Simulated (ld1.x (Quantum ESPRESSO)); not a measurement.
Li (Z = 3): one change to an RRKJ potential, before and after

Li, norm-conserving RRKJ (Kleinman–Bylander form), made with ld1.x (Quantum ESPRESSO) 7.5 (PW91, non-relativistic). Core [He], reference 2s0.5 2p0 (charge +0.5). Waves: 2p (bound, empty): rc 4.20 bohr; 2s (bound): rc 2.15 bohr. Local part: the s channel. Core correction: Bessel-smoothed model core inside 2.15 bohr. rho0 = 0.01.

Change: reference 2s0 2p1.

Cutoffs: the cutoffs (Ry, on a coarse ladder) from which the occupation-weighted sum of valence levels, in a spherical-Bessel basis at the reference potential, stays within 10 and 1 mRy of its value at 400 Ry; they do not see the model core or the augmentation charge, which bear on the density cutoff. Errors are all-electron minus pseudo energies relative to the spin-unpolarised reference configuration.

Problem. What does the change do?

Solution. Both files are so soft that the ladder of cutoffs tells neither apart; neither file shows a bound ghost.

| quantity | base | changed |
| --- | --- | --- |
| cutoff, loose | 6 Ry | 6 Ry |
| cutoff, tight | 6 Ry | 6 Ry |
| bound ghosts | none | none |
| largest error over its own tests, meV | +9.5 | -3.3 |
| s: phases at 4.57 bohr within 0.05 rad from the reference energy up to (Ry; the scan ends near 5) | 0.5 | 0.7 |
| p: phases at 4.57 bohr within 0.05 rad from the reference energy up to (Ry; the scan ends near 5) | 0.4 | 0.6 |
